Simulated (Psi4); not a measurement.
Level of theory: SAPT0/jun-cc-pVDZ, frozen core (Psi4).

Psi4 input:

```
molecule {
0 1
Mg -0.00001527 0.00014217 0.00019297
F -0.21332212 1.38065871 -1.05422152
F 0.21333739 -1.38080088 1.05402855
--
0 1
Si 1.80845516 1.70103009 2.58186623
O 0.97819305 1.31546130 1.20612760
H 1.16787382 2.82411760 3.31058369
H 1.78972908 0.48505569 3.41793301
H 3.21033454 2.08719106 2.28462075
H 0.87870737 1.98520438 0.52578508
units angstrom
symmetry c1
no_reorient
no_com
}
set basis jun-cc-pvdz
set scf_type df
set freeze_core true
energy('sapt0')
```

Part of the output:

```
    SAPT Results
  --------------------------------------------------------------------------------------------------------
    Electrostatics                -61.23167519 [mEh]     -38.42345628 [kcal/mol]    -160.76374106 [kJ/mol]
      Elst10,r                    -61.23167519 [mEh]     -38.42345628 [kcal/mol]    -160.76374106 [kJ/mol]

    Exchange                       48.89695778 [mEh]      30.68330424 [kcal/mol]     128.37894496 [kJ/mol]
      Exch10                       48.89695778 [mEh]      30.68330424 [kcal/mol]     128.37894496 [kJ/mol]
      Exch10(S^2)                  48.32123436 [mEh]      30.32203235 [kcal/mol]     126.86738334 [kJ/mol]

    Induction                     -16.15741001 [mEh]     -10.13892785 [kcal/mol]     -42.42127413 [kJ/mol]
      Ind20,r                     -58.75250039 [mEh]     -36.86775060 [kcal/mol]    -154.25466852 [kJ/mol]
      Exch-Ind20,r                 41.35585501 [mEh]      25.95119082 [kcal/mol]     108.57978238 [kJ/mol]
      delta HF,r (2)                1.23923537 [mEh]       0.77763194 [kcal/mol]       3.25361202 [kJ/mol]

    Dispersion                     -4.08106047 [mEh]      -2.56090411 [kcal/mol]     -10.71482279 [kJ/mol]
      Disp20                       -5.62575107 [mEh]      -3.53021209 [kcal/mol]     -14.77040740 [kJ/mol]
      Exch-Disp20                   1.54469060 [mEh]       0.96930799 [kcal/mol]       4.05558461 [kJ/mol]
      Disp20 (SS)                  -2.81287554 [mEh]      -1.76510605 [kcal/mol]      -7.38520370 [kJ/mol]
      Disp20 (OS)                  -2.81287554 [mEh]      -1.76510605 [kcal/mol]      -7.38520370 [kJ/mol]
      Exch-Disp20 (SS)              0.89548807 [mEh]       0.56192725 [kcal/mol]       2.35110360 [kJ/mol]
      Exch-Disp20 (OS)              0.64920253 [mEh]       0.40738074 [kcal/mol]       1.70448101 [kJ/mol]

  Total HF                        -28.49212742 [mEh]     -17.87907988 [kcal/mol]     -74.80607023 [kJ/mol]
  Total SAPT0                     -32.57318789 [mEh]     -20.43998399 [kcal/mol]     -85.52089302 [kJ/mol]
```
